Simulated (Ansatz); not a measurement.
Stepwise reaction of `F[Si](F)(Cl)Cl` with hydrogen chloride, as a gas-phase model of exchange steps in deposition or etching. ΔE in kJ/mol; ΔG adds harmonic PBE0-D4 terms to CCSD(T)/CBS, at 1 bar.

Program: Ansatz. Geometries: PBE0-D4/def2-TZVP. ΔE: electronic, gas phase. CCSD(T)/CBS adds triple-zeta CCSD(T) − MP2 to the extrapolated MP2 energy (def2 sets, frozen cores). This one scheme is used for every species. DFT in def2-TZVPP. B3LYP here is the variant with VWN-RPA as its local correlation; programs differ in this.

| step | reaction | PBE-D4 | B3LYP-D4 | ωB97M-V | CCSD(T)/CBS | ΔG(400 K) |
| --- | --- | --- | --- | --- | --- | --- |
| 1 | `F[Si](F)(Cl)Cl` + HCl → `F[Si](Cl)(Cl)Cl` + H–F | 42.3 | 52.3 | 51.7 | 49.9 | 56.2 |

Q: Give the row of step 2, `F[Si](Cl)(Cl)Cl` + HCl → `Cl[Si](Cl)(Cl)Cl` + H–F. (Best estimate.)

A: Ansatz gave: 
```json
{"step": "2", "reaction": "`F[Si](Cl)(Cl)Cl` + HCl → `Cl[Si](Cl)(Cl)Cl` + H–F", "PBE-D4": "41.2", "B3LYP-D4": "51.1", "ωB97M-V": "50.6", "CCSD(T)/CBS": "47.4", "ΔG(400 K)": "57.1"}
```

Q: By hand: ΔE of the 2 steps together at CCSD(T)/CBS.

A: (49.9) + (47.4) = 97.3 kJ/mol, or 48.6 kJ/mol a step.

In ΔE the steps differ by no more than 2.5 kJ/mol. All are uphill at CCSD(T)/CBS. ΔG lies between 56.2 and 57.1 kJ/mol a step. PBE-D4 differs from CCSD(T)/CBS by -7.6 to -6.2 kJ/mol a step. Isolated molecules leave out the surface, adducts and barriers. Largest T1 diagnostic: 0.010.
